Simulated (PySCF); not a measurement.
Compound: C6H6BCl.
SMILES: `Bc1ccc(Cl)cc1`

Level: CAM-B3LYP/def2-SVPD in PySCF, non-relativistic, on one gas-phase PBE0-D3(BJ)/def2-SVP geometry that isn't relaxed in the solvent. The solvent is an IEF-PCM continuum (cavity from Bondi-type radii × 1.2), and excitations are vertical TDDFT with non-equilibrium linear response and a frozen core. Specific hydrogen bonds and non-electrostatic terms are outside this model.

```tsv
run	E − E(gas) (kcal/mol)	HOMO (eV)	HOMO–LUMO gap (eV)	dipole (D)	lowest singlet (eV)	static polarisability (au)
gas	0.00	-8.74	7.52	0.01	4.82	101.4
P	-1.90	-8.67	7.53	0.04	4.78	133.8
Q	-1.04	-8.68	7.53	0.02	4.78	117.8
```

Question: The runs were made in benzene and tetrahydrofuran. Which run belongs to which solvent?

Answer: P = tetrahydrofuran, Q = benzene. The dielectric constants are 2.271 (benzene), 7.426 (tetrahydrofuran), and the energy falls further as ε rises. The optical constants n² used for the excitations are 2.25, 1.97 in the same order. In this model the ground state sees the solvent through ε alone.

Question: How constant is the ratio of the lowering to (ε − 1)/(2ε + 1)?

Answer: 
| solvent | (ε − 1)/(2ε + 1) | E − E(gas) (kcal/mol) | ratio (kcal/mol) | polarisation term (kcal/mol) |
| --- | --- | --- | --- | --- |
| benzene | 0.229 | -1.04 | -4.5 | -1.09 |
| tetrahydrofuran | 0.405 | -1.90 | -4.7 | -2.09 |

The ratio changes by +3.6 % in size from benzene to tetrahydrofuran. The polarisation term is half the interaction of the solute with the induced surface charges.

Hardware: one thread, Arm Neoverse V1 (aarch64) (shared host). Cost: 35 s wall, 1.0 GiB resident at most. This is the whole response run at CAM-B3LYP/def2-SVPD in tetrahydrofuran, SCF included.
